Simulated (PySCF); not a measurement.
Input for PySCF: U-HF/6-31G* on AlF2H (SMILES [F][AlH][F]), a point of a bond scan (R = 3.288 Å).

```python
from pyscf import gto, scf, dft, mp
from pyscf.data.elements import chemcore

mol = gto.M(
    atom='''
    Al   -0.29735585   -0.20000769   -0.23453486
    H    -1.37591570   -0.92546933   -1.08523238
    F    -0.14259425    3.08328003   -0.13467790
    F     0.80236859   -1.04990625    0.64396034
    ''',
    basis='6-31g*',
    cart=True,
    charge=0, spin=0, verbose=3, max_memory=1800)
mf = scf.UHF(mol)
mf.conv_tol = 1e-8
mf.max_cycle = 100
mf.init_guess_breaksym = True
mf.kernel()
if not mf.converged:
    mf = mf.newton().run(mf.mo_coeff, mf.mo_occ)
for _ in range(4):
    mo, _, stable, _ = mf.stability(return_status=True)
    if stable:
        break
    mf.kernel(mf.make_rdm1(mo, mf.mo_occ))
```

The log:

```
converged SCF energy = -441.249565388926  <S^2> = 5.0723852e-09  2S+1 = 1
<class 'pyscf.scf.uhf.UHF'> wavefunction has an internal instability
converged SCF energy = -441.32200048965  <S^2> = 0.9555089  2S+1 = 2.1959134
<class 'pyscf.scf.uhf.UHF'> wavefunction is stable in the internal stability analysis
```

The run converged. Its determinant has ⟨S²⟩ = 0.96, a mixture of spin states.

Cost: about 1.4 core-seconds (a rough figure).
